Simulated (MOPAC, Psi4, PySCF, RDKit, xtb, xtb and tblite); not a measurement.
Two geometries of SMILES CO[SiH2][SiH2]C(=O)O (C₂H₈O₃Si₂), relaxed at GFN2-xTB with one dihedral held; other torsions can differ between them too.

Structure A

```
15

C      3.1894    -0.2275    -0.1147
O      1.8150    -0.3813    -0.2837
Si     0.6063     0.5606     0.2679
Si    -1.0521    -0.1070    -1.1763
C     -2.6386     0.7584    -0.5487
O     -2.6911     1.5100     0.3972
O     -3.7222     0.4546    -1.2674
H      3.6954    -0.9281    -0.7797
H      3.4778    -0.4405     0.9175
H      3.4994     0.7906    -0.3583
H      0.4246     0.3391     1.7116
H      0.9973     1.9780     0.1548
H     -1.4218    -1.5291    -1.2474
H     -0.9537     0.3155    -2.5841
H     -4.5120     0.9113    -0.9248
```

Structure B

```
15

C      1.4941     0.0655    -0.7193
O      0.3306     0.5817    -0.1437
Si    -1.0333    -0.1528     0.3326
Si    -0.7649    -1.1515     2.4112
C      1.0435    -0.7958     2.9440
O      2.0253    -1.2062     2.3695
O      1.1340     0.0330     3.9889
H      2.0606    -0.5147     0.0127
H      1.2552    -0.5747    -1.5710
H      2.1001     0.9057    -1.0607
H     -1.4917    -1.1186    -0.6791
H     -1.9084     1.0169     0.3391
H     -1.5861    -0.6377     3.5105
H     -0.8596    -2.6186     2.4357
H      2.0633     0.2311     4.2026
```

Q: Which is lower in energy at the level Psi4 with B3LYP-D3(BJ)/def2-SVP // GFN2-xTB, and by how much?

A: B is lower, by 1.24 kcal/mol (dihedral C1–O2–Si3–Si4: 160° in A, 80° in B).

E(B) − E(A) in kcal/mol at the other levels, on the same two geometries: GFN2-xTB (xtb and tblite) 0.84; MMFF94 // GFN2-xTB (RDKit) 2.29; B3LYP/def2-SVP // GFN2-xTB (Psi4) -0.49; PBE/def2-SVP // GFN2-xTB (Psi4) -1.05; PBE-D3(BJ)/def2-SVP // GFN2-xTB (Psi4) -1.55; UFF // GFN2-xTB (RDKit) 3.01; AM1, restricted, heats of formation // GFN2-xTB (MOPAC) -4.27; PM3, restricted, heats of formation // GFN2-xTB (MOPAC) -2.26; GFN1-xTB // GFN2-xTB (xtb) -2.51; restricted B3LYP/6-31G*, spherical d, density fitting // GFN2-xTB (PySCF) -0.65; restricted MP2 (frozen core)/6-31G*, spherical d // GFN2-xTB (PySCF) -0.52; restricted B3LYP/3-21G // GFN2-xTB (PySCF) -1.41; restricted MP2 (frozen core)/3-21G // GFN2-xTB (PySCF) -0.90.
